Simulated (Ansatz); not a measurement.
Saddle point of BH$_{4}$ClO$_{3}$, singlet (BH₂ClO₂ ([OH][B]([OH])[Cl]) + H₂O → BH₃O₃ ([OH][B]([OH])[OH]) + HCl; bonds formed: B1–O6, Cl2–H5; bonds broken: B1–Cl2, H5–O6), PBE0-D4/def2-TZVP structure:

```csv
atom,x (Å),y (Å),z (Å)
B1,-0.3203,0.1660,-0.0351
Cl2,1.0066,-1.5023,-1.0492
O3,-0.5551,1.0343,-1.0484
O4,-1.3030,-0.3657,0.7341
H5,1.4302,-0.4439,0.2583
O6,0.9454,0.3462,0.8078
H7,0.1772,1.1284,-1.6611
H8,-2.1498,-0.4042,0.2838
H9,0.7690,0.0412,1.7096
```

Energies are electronic, without zero-point energy. Barriers and step energies count from the start structure reached by relaxing down the imaginary mode; all methods use the PBE0-D4 structures, on which another method's saddle can fall below an end. Program: Ansatz 0.2.0. Basis: def2-TZVPP, with def2-QZVPP for the basis limit. Cores are frozen in the correlated methods. B3LYP uses VWN-RPA correlation. Extrapolation: Hartree–Fock as exp(−7.88 √X), correlation as X^−2.97.

| method | barrier (kcal/mol) | step energy (kcal/mol) |
| --- | --- | --- |
| SPW92 | 3.52 | -15.66 |
| PBE-D4 | ? | -11.33 |
| BLYP-D4 | 14.94 | -12.14 |
| r2SCAN-D4 | 12.27 | -12.25 |
| B97M-V | 16.06 | -12.18 |
| PBE0-D4 | 13.70 | -11.63 |
| B3LYP-D4 | 15.73 | -12.52 |
| r2SCAN0-D4 | 13.33 | -12.41 |
| BHLYP-D4 | ? | -13.07 |
| CAM-B3LYP-D4 | 15.27 | -13.60 |
| wB97X-V | 15.84 | -11.75 |
| wB97M-V | 14.65 | -11.86 |
| B2PLYP | 16.89 | -12.10 |
| PBE-QIDH | 15.11 | -11.71 |
| RPA on PBE | 18.36 | -11.17 |
| HF | ? | -12.14 |
| MP2 | 16.53 | -11.22 |
| CCSD | 18.75 | -12.01 |
| CCSD(T) | 17.29 | -11.84 |

Question: Fill in the withheld barriers. (Judge from chemistry; the value comes from the calculation.)

Answer: The calculation gives: BHLYP-D4 17.28; PBE-D4 12.32; HF 24.11 kcal/mol. Each is the energy of the saddle less that of the start structure, by the same method.

For comparison, the barrier by CCSD(T) at an estimated basis limit (MP2 extrapolated from triple and quadruple zeta, plus CCSD(T) − MP2 in triple zeta) is 17.17 kcal/mol.

T1 diagnostic: at most 0.012.

The step is the kind of ligand exchange by which a precursor binds to a hydroxyl group, or is hydrolysed, in atomic layer deposition of oxides.

Labels in which every atom is bracketed show which atoms are joined, not bond orders.

For scale, one of the runs: CCSD(T)/def2-TZVPP, 222 basis functions, launched by `ansatz run in.yaml --threads 4 --pin off --events-out ev --progress --plain --max-ram 9574MiB`. Time: 120 s of wall clock on 4 CPU threads of an Arm Neoverse V1; the host was shared. Peak host memory: 3.7 GiB.
